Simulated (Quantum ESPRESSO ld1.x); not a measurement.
Species: Bi V. Configuration: [Xe] 4f14 5d9.75 6s1 6d0.25 (fractional occupations, a model configuration). All-electron calculation, Dirac Kohn-Sham, OLYP, spin-unpolarised, spherical densities, point nucleus; open shells are shared between the two j in proportion to 2j + 1. Program: ld1.x of Quantum ESPRESSO 7.5.

Spin-orbit splittings of the eigenvalues, e(l+1/2) - e(l-1/2), with zeta = 2 splitting/(2l+1) and mean radii in bohr:

| shell | occ. | splitting (eV) | zeta (eV) | <r> j=l-1/2 | <r> j=l+1/2 |
|---|---|---|---|---|---|
| 2p | 6 | 2320 | 1546 | 0.05388 | 0.06293 |
| 3p | 6 | 519.6 | 346.4 | 0.1615 | 0.1780 |
| 3d | 10 | 110.3 | 44.11 | 0.1544 | 0.1594 |
| 4p | 6 | 128.2 | 85.49 | 0.3775 | 0.4122 |
| 4d | 10 | 23.97 | 9.587 | 0.4157 | 0.4267 |
| 4f | 14 | 5.523 | 1.578 | 0.4371 | 0.4432 |
| 5p | 6 | ? | ? | 0.8825 | 0.9696 |
| 5d | 9.75 | 3.185 | 1.274 | 1.172 | 1.208 |
| 5f | 0 | 0.09630 | 0.02751 | 2.769 | 2.797 |
| 6p | 0 | 3.716 | 2.478 | 2.205 | 2.412 |
| 6d | 0.25 | 0.3997 | 0.1599 | 3.234 | 3.295 |
| 7d | 0 | 0.1855 | 0.07421 | 5.745 | 5.820 |

Estimate the 5p splitting.

Answer. 24.89 eV (zeta = 16.59 eV).
